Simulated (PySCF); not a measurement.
## Spinor energies of W³⁺ (tungsten, charge +3)

Start: [Xe] 4f14 5d2 6s1; 5d5/2 filled at m_j = +3/2, +5/2; 6s1/2 filled at m_j = +1/2. Calculated with PySCF 2.14 in x2c-TZVPall-2c (11s11p10d2f, 108 functions): generalised Hartree-Fock with the X2C-1e Hamiltonian and a Gaussian nucleus; spin-orbit coupling (SO) screened by Boettger's factors. This is a chosen level, not necessarily the ground level.

```tsv
spinor shell	electrons	ε, screened SO (eV)	weight of nominal j (screened SO)	rms radius, screened SO (bohr)
1s1/2	2	-69913.0	1.000	0.0208
2s1/2	2	-12233.7	1.000	0.0838
2p1/2	2	-11679.1	1.000	0.0713
2p3/2	4	-10320.8	1.000	0.0787
3s1/2	2	-2905.0	1.000	0.214
3p1/2	2	-2658.4	1.000	0.206
3d3/2	4	-1949.1	1.000	0.195
3d5/2	6	-1884.7	1.000	0.199
4s1/2	2	-658.11	1.000	0.478
4p1/2	2	-554.47	1.000	0.487
4p3/2	4	-484.58	1.000	0.519
4d3/2	4	-313.86	1.000	0.544
4d5/2	6	-300.74	1.000	0.556
5s1/2	2	-126.66	1.000	1.14
5p1/2	2	-92.014	0.984	1.25
5p3/2	4	-81.835	0.975	1.33
4f5/2	6	-84.546	0.981	0.671
4f7/2	8	-82.414	0.990	0.668
5d5/2	2	-40.657	0.822	1.84
6s1/2	1	-32.726	0.999	2.91
```

Where does 3p3/2 lie, and what is the 3p spin-orbit splitting (screened SO)?

At -2359.6 eV, 298.73 eV above 3p1/2.

| quantity | screened SO |
| --- | --- |
| E (hartree) | -16147.70025 |
| M_J | 9/2 |
| ⟨J²⟩ | 24.761 |
| ⟨L²⟩ | 12.381 |
| ⟨S²⟩ | 3.783 |

Each row is a mean over spinors that exchange with the open shell spreads, by up to 6.292 eV (5p3/2).

Rows whose weight is well below 1 are mixtures of j = l ± 1/2: exchange outweighs spin-orbit coupling there, and the label is only the starting occupation.

Breit and QED terms are absent; they matter most for the inner s and p1/2 levels.

Densities and radii are taken from the X2C orbitals without a picture-change correction, which distorts them close to the nucleus.
